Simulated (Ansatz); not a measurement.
Relaxation of BBrH$_{2}$S (5 atoms, charge 0, multiplicity 1), to a largest force component of 0.015 eV/Å in at most 40 steps.

Computed with RKS B3LYP-D4/def2-SVP in Ansatz 0.2.0.

```xyz
5
Properties=species:S:1:pos:R:3
S -1.328 0.472 0.146
B 0.430 0.035 0.314
Br 0.914 -1.886 0.470
H -1.237 0.439 -1.273
H 1.270 0.867 0.302
```

Problem. Where does it end, and by what steps?

Solution. The forces met the threshold. After 10 steps the energy has fallen by 0.819 eV; H4 moved furthest, 0.88 Å.

```json
{"step": "0", "energy less start (eV)": "0.0000", "largest force component (eV/Å)": "1.408", "accepted": "yes"}
{"step": "1", "energy less start (eV)": "-0.1083", "largest force component (eV/Å)": "0.674", "accepted": "yes"}
{"step": "2", "energy less start (eV)": "-0.1598", "largest force component (eV/Å)": "0.294", "accepted": "yes"}
{"step": "3", "energy less start (eV)": "-0.2594", "largest force component (eV/Å)": "0.951", "accepted": "yes"}
{"step": "4", "energy less start (eV)": "-0.4877", "largest force component (eV/Å)": "0.904", "accepted": "yes"}
{"step": "5", "energy less start (eV)": "-0.6695", "largest force component (eV/Å)": "1.009", "accepted": "yes"}
{"step": "6", "energy less start (eV)": "-0.7914", "largest force component (eV/Å)": "0.673", "accepted": "yes"}
{"step": "7", "energy less start (eV)": "-0.8180", "largest force component (eV/Å)": "0.075", "accepted": "yes"}
{"step": "8", "energy less start (eV)": "-0.8185", "largest force component (eV/Å)": "0.065", "accepted": "yes"}
{"step": "9", "energy less start (eV)": "-0.8187", "largest force component (eV/Å)": "0.016", "accepted": "yes"}
{"step": "10", "energy less start (eV)": "-0.8187", "largest force component (eV/Å)": "0.001", "accepted": "yes"}
```

```xyz
5
Properties=species:S:1:pos:R:3
S -1.320 -0.044 -0.291
B 0.406 -0.169 0.148
Br 1.032 -1.773 0.993
H -1.255 1.199 -0.824
H 1.188 0.713 -0.067
```

Whether the end is a true minimum wasn't checked by a vibrational analysis.

The run took 10 s on 1 thread of AMD EPYC 9R45 96-Core Processor (Zen 5), with other jobs on the host, peak memory 0.17 GiB.
